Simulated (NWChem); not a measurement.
SiNH₃O, singlet; SMILES N[Si]O

```xyz
6

Si    -0.6591     0.0603     0.0000
O      0.4103     1.3490     0.0000
H      1.3631     1.2022     0.0000
N      0.4148    -1.2944     0.0000
H      1.4323    -1.2941     0.0000
H      0.0480    -2.2412     0.0000
```
Atoms are numbered in this order, from 1.

Low-valent species are run as closed-shell singlets; no triplet was tried in these runs. Structure relaxed at the PBE0/def2-SVP level.

 Unshifted, non-relativistic core excitations; the lowest 4 roots alone, so stronger bands may lie above.

### Question
List the first Si K-edge excitations from BHandHLYP/cc-pVTZ, restricted-window TDA (NWChem).

### Answer
```json
[
 {"state": "S1", "energy (eV)": "1821.7", "dipole oscillator strength": "0.0091", "leading excitation (squared amplitude)": "1s of atom 1 or its equivalents → LUMO (0.92)"},
 {"state": "S2", "energy (eV)": "1824.4", "dipole oscillator strength": "0.0058", "leading excitation (squared amplitude)": "1s of atom 1 or its equivalents → LUMO+2 (0.78)"},
 {"state": "S3", "energy (eV)": "1825.9", "dipole oscillator strength": "0.0025", "leading excitation (squared amplitude)": "1s of atom 1 or its equivalents → LUMO+1 (0.68)"},
 {"state": "S4", "energy (eV)": "1827.2", "dipole oscillator strength": "0.0006", "leading excitation (squared amplitude)": "1s of atom 1 or its equivalents → LUMO+4 (0.33)"}
]
```
